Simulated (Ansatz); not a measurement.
Gas-phase reaction in SMILES: CCC(F)(F)[SiH3] [1,1-difluoropropylsilane] + 4 C (CH4) -> 2 CC (C2H6) + 2 CF (CH3F) [fluoromethane] + C[SiH3] [methylsilane]
Structures are relaxed separately at B3LYP-D3(BJ)/def2-TZVP in Ansatz (a first-principles code), one conformer each, not searched for the lowest.

Property: bond separation energy (electronic energy difference), in kcal/mol. Cores are frozen in the correlated levels unless marked. No spin-orbit coupling. Non-relativistic. Basis-set limits of correlation are two-point, X^-3; Hartree-Fock from the larger set. The bracket is a focal-point correction in the basis named.

```json
[
 {"level": "HF/6-31G*", "program": "Ansatz", "bond separation energy (kcal/mol)": "16.5", "minus last row": "-0.6"},
 {"level": "revPBE-D4/def2-TZVPD", "program": "Ansatz + dftd4", "bond separation energy (kcal/mol)": "17.0", "minus last row": "-0.1"},
 {"level": "PBE0/6-31G*", "program": "Ansatz", "bond separation energy (kcal/mol)": "22.7", "minus last row": "5.6"},
 {"level": "PBE0-D3(BJ)/def2-TZVPD", "program": "Ansatz + dftd3", "bond separation energy (kcal/mol)": "15.6", "minus last row": "-1.5"},
 {"level": "PBE0-D4/def2-TZVP", "program": "Ansatz + dftd4", "bond separation energy (kcal/mol)": "16.9", "minus last row": "-0.2"},
 {"level": "r2SCAN0/def2-TZVPD", "program": "Ansatz", "bond separation energy (kcal/mol)": "17.0", "minus last row": "-0.1"},
 {"level": "wB97X/def2-TZVPD", "program": "Ansatz", "bond separation energy (kcal/mol)": "15.7", "minus last row": "-1.4"},
 {"level": "B2GP-PLYP-D4/def2-TZVPD", "program": "Ansatz + dftd4", "bond separation energy (kcal/mol)": "16.4", "minus last row": "-0.7"},
 {"level": "RPA@PBE/cc-pV(T+d)Z", "program": "Ansatz", "bond separation energy (kcal/mol)": "16.6", "minus last row": "-0.5"},
 {"level": "MP2/aug-cc-pV(T+d)Z", "program": "Ansatz", "bond separation energy (kcal/mol)": "17.5", "minus last row": "0.4"},
 {"level": "SCS-MP2/STO-3G", "program": "Ansatz", "bond separation energy (kcal/mol)": "13.6", "minus last row": "-3.5"},
 {"level": "SCS-MP2/aug-cc-pV(T+d)Z", "program": "Ansatz", "bond separation energy (kcal/mol)": "15.6", "minus last row": "-1.5"},
 {"level": "SCS-MP2/cc-pwCVTZ", "program": "Ansatz", "bond separation energy (kcal/mol)": "16.6", "minus last row": "-0.5"},
 {"level": "CCSD/aug-cc-pV(T+d)Z", "program": "Ansatz", "bond separation energy (kcal/mol)": "15.9", "minus last row": "-1.2"},
 {"level": "RI-MP2/CBS(cc-pV(T+d)Z,cc-pV(Q+d)Z)+[CCSD(T)-MP2]/cc-pV(T+d)Z", "program": "Ansatz", "bond separation energy (kcal/mol)": "17.1", "minus last row": "0.0"}
]
```
